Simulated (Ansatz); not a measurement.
Mg₂F₅⁻ (the lowest singlet isomer of a short search), 7 atoms. Hardware: 4 threads of Arm Neoverse V2 on a shared host.

Correlated methods freeze 7 core orbitals; core or outer-core shells of Mg are correlated, in sets that lack core-valence functions.

Q: How many basis functions does each of these Ansatz runs have, and roughly what does it cost? r2SCAN-D4/def2-TZVPD, charge -1 singlet, energy, from earlier orbitals; BLYP-D4/def2-TZVPD, charge -1 singlet, energy, from earlier orbitals; MP2/def2-TZVPD, charge -1 singlet, energy, from earlier orbitals; PBE-QIDH/def2-TZVPD, charge -1 singlet, energy, from earlier orbitals; PBE0-D4/def2-TZVPD, charge -1 singlet, energy, from earlier orbitals; CCSD(T)/def2-SVPD, charge -1 singlet, energy, from earlier orbitals; revPBE-D4/def2-TZVPD, charge -1 singlet, energy, from earlier orbitals; PBE-D4/def2-SVPD, charge -1 singlet, relaxation, 4 steps; PBE-D4/def2-TZVPD, charge -1 singlet, energy and forces, from earlier orbitals.

A: Other jobs shared the machine, so times can vary by a factor of up to 3. A dash marks memory too small to be measured apart from the calling script's.

```csv
run,functions,fitting or Cholesky vectors,wall time,peak host memory (GiB)
"revPBE-D4/def2-TZVPD, charge -1 singlet, energy, from earlier orbitals",270,1601,2.9 s,–
"PBE-D4/def2-TZVPD, charge -1 singlet, energy and forces, from earlier orbitals",270,1601,3.4 s,–
"BLYP-D4/def2-TZVPD, charge -1 singlet, energy, from earlier orbitals",270,1601,3.6 s,–
"PBE0-D4/def2-TZVPD, charge -1 singlet, energy, from earlier orbitals",270,1601,4.7 s,0.89
"PBE-D4/def2-SVPD, charge -1 singlet, relaxation, 4 steps",157,1341,4.8 s,–
"MP2/def2-TZVPD, charge -1 singlet, energy, from earlier orbitals",270,1901,5.5 s,0.83
"r2SCAN-D4/def2-TZVPD, charge -1 singlet, energy, from earlier orbitals",270,1601,6 s,–
"PBE-QIDH/def2-TZVPD, charge -1 singlet, energy, from earlier orbitals",270,1901,9 s,0.88
"CCSD(T)/def2-SVPD, charge -1 singlet, energy, from earlier orbitals",157,1433,89 s,1.9
```
